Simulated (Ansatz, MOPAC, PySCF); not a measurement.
System: H3P (cation, charge +1), doublet: umbrella (inversion) coordinate, bond length relaxed. Scanned: angle between the P-H bonds and the threefold axis (90 = planar). Other coordinates (P-H bond length) were minimised at PBE0/def2-TZVP.

Levels: CAM-B3LYP = unrestricted CAM-B3LYP/cc-pVTZ (PySCF); UKS-PBE/cc-pVTZ = unrestricted PBE/cc-pVTZ in Ansatz (a quantum-chemistry and plane-wave program); PM6, unrestricted, heats of formation (MOPAC).

Energies in kcal/mol, each method relative to its own lowest point.

| a / ° | CAM-B3LYP | UKS-PBE/cc-pVTZ | PM6 |
|---|---|---|---|
| 90 | 2.9 | 2.2 | 0.5 |
| 93 | 2.6 | 2.1 | ? |
| 96 | ? | 1.5 | ? |
| 99 | 1.1 | 0.9 | 0.0 |
| 102 | 0.4 | 0.3 | 0.1 |
| 105 | 0.0 | 0.0 | 0.8 |
| 108 | 0.3 | 0.3 | 2.2 |
| 111 | 1.5 | 1.4 | ? |
| 114 | 3.7 | 3.5 | 8.0 |
| 117 | 7.2 | 6.6 | 12.7 |
| 120 | 11.9 | 11.0 | 18.6 |
| 123 | 18.1 | 16.7 | 25.9 |
| 126 | 25.8 | 23.8 | ? |
| 129 | 35.1 | 32.4 | 44.6 |
| 132 | 46.1 | 42.6 | 56.0 |

Problem. What belongs in the gaps?

Solution. 
- 93, PM6: 0.4
- 96, CAM-B3LYP: 2.0
- 96, PM6: 0.2
- 111, PM6: 4.5
- 126, PM6: 34.6
